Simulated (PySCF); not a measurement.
Species: C₃H₇NSi.
Geometry (PBE0-D3(BJ)/def2-SVP, Å), atoms numbered from 1 in this order:
```
atom  x, y, z in Å
Si1    1.5167   -0.1639    0.3479
C2     0.1178   -0.1001   -0.9262
C3    -1.2629    0.1803   -0.3852
C4    -1.7160   -0.2386    0.9256
N5    -1.4225    0.9796    0.9000
H6     2.7775   -0.5403   -0.3626
H7     1.7158    1.1494    1.0268
H8     1.2319   -1.2028    1.3874
H9     0.1175   -1.0647   -1.4656
H10    0.3849    0.6625   -1.6789
H11   -2.0222    0.3972   -1.1508
H12   -2.0689   -0.9841    1.6434
```

The closed-shell ground state was solved at several levels (PySCF, density fitting, gas phase, non-relativistic).

```
             level  basis functions  total energy (Eh)  HOMO (eV)  LUMO (eV)  gap (eV)  dipole (D)
    B97-2/pcSseg-2              285          -462.7171      -7.50      -0.83      6.67        2.24
        PBE0/6-31G               63          -462.2335      -7.51      -0.45      7.06        2.38
  LC-wPBE/pcSseg-2              285          -462.5652     -10.51       1.69     12.20        2.33
       PBE0/STO-3G               36          -456.8883      -5.72       2.43      8.15        1.74
 wB97X-D/def2-SVPD              160          -462.4166      -9.69       1.11     10.80        2.31
BHandHLYP/pcSseg-2              285          -462.6522      -8.98       0.41      9.39        2.34
 mPW1PW91/pcSseg-2              285          -462.7352      -7.79      -0.78      7.01        2.25
  wB97X-D/pcSseg-2              285          -462.7039      -9.64       1.12     10.76        2.29
CAM-B3LYP/pcSseg-2              285          -462.6807      -9.15       0.42      9.57        2.31
```

(1) What might PBE0/pcSseg-2 (285 basis functions) give for the same quantities?

(2) Over all these levels, which gives the widest orbital gap and which the narrowest?

(3) How much does the basis alone move the frontier levels among the 3 PBE0 rows (the withheld one included)?

(4) In the pcSseg-2 basis, how does the gap go with the fixed share of exact exchange?

(5) How far do the dipole and the HOMO energy spread over the levels?

Answers

(1) Total energy -462.4347 Eh, HOMO -7.76 eV, LUMO -0.77 eV, gap 6.99 eV, dipole 2.25 D.

(2) LC-wPBE/pcSseg-2 (range-separated hybrid) has the widest, 12.20 eV, and B97-2/pcSseg-2 (global hybrid, 21 % exact exchange) the narrowest, 6.67 eV. The two share the basis. From the narrowest to the widest the HOMO moves by -3.01 eV and the LUMO by +2.52 eV.

(3) The HOMO by 2.04 eV and the LUMO by 3.20 eV. By rising basis size (HOMO, LUMO in eV): STO-3G -5.72, 2.43; 6-31G -7.51, -0.45; pcSseg-2 -7.76, -0.77.

(4) B97-2 (21 %) 6.67 eV; PBE0 (25 %) 6.99 eV; mPW1PW91 (25 %) 7.01 eV; BHandHLYP (50 %) 9.39 eV. Each rise in the share widens the gap here.

(5) The dipole runs from 1.74 to 2.38 D (mean 2.24 D) and the HOMO from -10.51 to -5.72 eV.

One conformer stands for the species.

The pairwise dispersion term of wB97X-D wasn't added to the energies; at a given geometry it leaves orbitals and properties as they are.
